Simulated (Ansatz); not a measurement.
Species: C₂H₈NSi, net charge 0, doublet state. It need not be the lowest isomer of its formula. SMILES: C[Si](C)N
Geometry from a B3LYP-D3(BJ)/def2-TZVP (Ansatz, an electronic-structure program) optimisation:
```xyz
12

Si     0.3981     0.0729    -0.1710
C     -0.6279    -1.0339    -1.3012
C     -0.4908     1.6976     0.1833
N      0.5568    -0.7603     1.3476
H     -0.7637    -0.5680    -2.2789
H     -1.6144    -1.2104    -0.8614
H     -0.1464    -2.0010    -1.4590
H     -1.4784     1.5011     0.6122
H     -0.6210     2.2748    -0.7339
H      0.0701     2.3157     0.8870
H      0.9338    -0.2704     2.1457
H      0.8610    -1.7229     1.3563
```
Charge 0, spin multiplicity 2.

Quantity: atomisation energy (electronic, to ground-state atoms), in kJ/mol. Correlated levels leave the core frozen unless marked. UHF or UKS for open shells. No spin-orbit coupling. Non-relativistic. The coupled-cluster limit lacks core correlation, which all-electron functionals hold. Basis-set limits of correlation are two-point, X^-3; Hartree-Fock from the larger set.

| level | program | atomisation energy (kJ/mol) |
|---|---|---|
| BHLYP-D3(BJ)/def2-TZVPD | Ansatz + dftd3 | … |
| r2SCANh/def2-TZVPD | Ansatz | 4299.7 |
| HSE06-D3(BJ)/def2-TZVPD | Ansatz + dftd3 | 4325.9 |
| LC-wPBE/def2-TZVPD | Ansatz | 4303.0 |
| wB97X-V/def2-TZVPD | Ansatz | 4326.4 |
| B2GP-PLYP-D4/def2-TZVPD | Ansatz + dftd4 | … |
| B2PLYP/def2-TZVPD | Ansatz | … |
| SCS-MP2/cc-pV(D+d)Z | Ansatz | 3964.0 |
| SCS-MP2/cc-pV(Q+d)Z | Ansatz | 4315.5 |
| CCSD/cc-pV(Q+d)Z | Ansatz | … |
| CCSD(T)/CBS(cc-pV(T+d)Z,cc-pV(Q+d)Z) | Ansatz | 4314.3 |

### Question
Some entries are withheld; supply them.

### Answer

- BHLYP-D3(BJ)/def2-TZVPD, atomisation energy (kJ/mol): 4236.2
- B2GP-PLYP-D4/def2-TZVPD, atomisation energy (kJ/mol): 4255.9
- B2PLYP/def2-TZVPD, atomisation energy (kJ/mol): 4258.3
- CCSD/cc-pV(Q+d)Z, atomisation energy (kJ/mol): 4216.1
